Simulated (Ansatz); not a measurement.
Compare A (`[SiH3]C(Cl)Br`) with its isomer B (`C[SiH](Cl)Br`).

Calculated with Ansatz (gas phase, PBE0-D4/def2-TZVP geometries, no zero-point term in ΔE). CCSD(T)/CBS is the MP2 limit (def2-TZVPP, def2-QZVPP) plus CCSD(T) − MP2 in def2-TZVPP, frozen cores. DFT in def2-TZVPP. B3LYP here is the variant with VWN-RPA as its local correlation; programs differ in this. For Br outer-core shells are correlated without core-valence functions, which leaves a few kJ/mol of doubt a bond. Scalar relativity is left out up to krypton.

A:

Z-matrix (Å, degrees):
```
Si
C 1 1.894
H 1 1.483 2 108.5
H 1 1.480 2 107.8 3 120.5
H 1 1.485 2 108.2 3 -119.6
Cl 2 1.769 1 110.0 3 178.3
Br 2 1.945 1 108.7 3 -58.9
H 2 1.088 1 113.8 3 58.0
```

B:

```xyz
8

C    -0.121   -0.740    0.721
Si   -0.049    0.609   -0.540
Cl    1.025    2.191    0.197
Br    0.934   -0.137   -2.381
H    -0.695   -1.585    0.334
H     0.885   -1.084    0.969
H    -0.601   -0.374    1.632
H    -1.378    1.121   -0.933
```

Q: Which isomer does CCSD(T)/CBS put lower? Give the gap. (Estimate.)

A: Computed: B, by 342.0 kJ/mol.

Q: Give E(B) − E(A) in kJ/mol with B3LYP, B2PLYP, CCSD(T)/def2-TZVPP, r2SCAN-D4, HF/def2-TZVPP, MP2/def2-TZVPP, PBE-D4. (Estimate.)

A: Computed: B3LYP -337.5, B2PLYP -340.6, CCSD(T)/def2-TZVPP -335.4, r2SCAN-D4 -348.2, HF/def2-TZVPP -358.3, MP2/def2-TZVPP -345.5, PBE-D4 -329.5. None reverses the order clearly.

Largest T1 diagnostic: 0.009.

In def2-TZVPP, CCSD(T) changes the Hartree–Fock value by +22.9 kJ/mol (the triples alone add +4.7 kJ/mol) and MP2 by +12.8 kJ/mol. From PBE to PBE0 (25 % exact exchange), in def2-TZVPP and without D4, E(B) − E(A) moves by −13.6 kJ/mol.
